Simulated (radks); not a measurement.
Q: Nd11+, 49 electrons, occupied as [Kr] 4d10 4f1 5s2. Calculated with a radial shooting solver on a logarithmic mesh with Libxc functionals: Dirac Kohn-Sham, BLYP, spin-unpolarised, spherical densities, finite nucleus; open shells fill j = l - 1/2 first; Fermi nuclear charge, rms radius 4.9123 fm. Some entries of the table are withheld. Estimate them.

| orbital | occ. | eigenvalue (eV) | <r> (bohr) |
|---|---|---|---|
| 1s1/2 | 2 | (1) | 0.02363 |
| 2s1/2 | 2 | -7204.091 | 0.1005 |
| 2p1/2 | 2 | -6826.716 | 0.08421 |
| 2p3/2 | 4 | -6306.455 | 0.09063 |
| 3s1/2 | 2 | -1714.982 | 0.2659 |
| 3p1/2 | 2 | (2) | 0.2556 |
| 3p3/2 | 4 | (3) | 0.2680 |
| 3d3/2 | 4 | -1168.631 | (4) |
| 3d5/2 | 6 | -1146.180 | (5) |
| 4s1/2 | 2 | (6) | 0.6001 |
| 4p1/2 | 2 | -428.2709 | 0.6139 |
| 4p3/2 | 4 | -404.8450 | 0.6399 |
| 4d3/2 | 4 | -303.1528 | 0.6751 |
| 4d5/2 | 6 | -298.8457 | 0.6836 |
| 5s1/2 | 2 | -195.8183 | 1.254 |
| 4f5/2 | 1 | -179.3275 | (7) |
| 4f7/2 | 0 | -178.6711 | (8) |

A: 
(1) 1s1/2 eigenvalue (eV): -43556.74
(2) 3p1/2 eigenvalue (eV): -1553.715
(3) 3p3/2 eigenvalue (eV): -1449.819
(4) 3d3/2 <r> (bohr): 0.2393
(5) 3d5/2 <r> (bohr): 0.2432
(6) 4s1/2 eigenvalue (eV): -489.6840
(7) 4f5/2 <r> (bohr): 0.7708
(8) 4f7/2 <r> (bohr): 0.7747
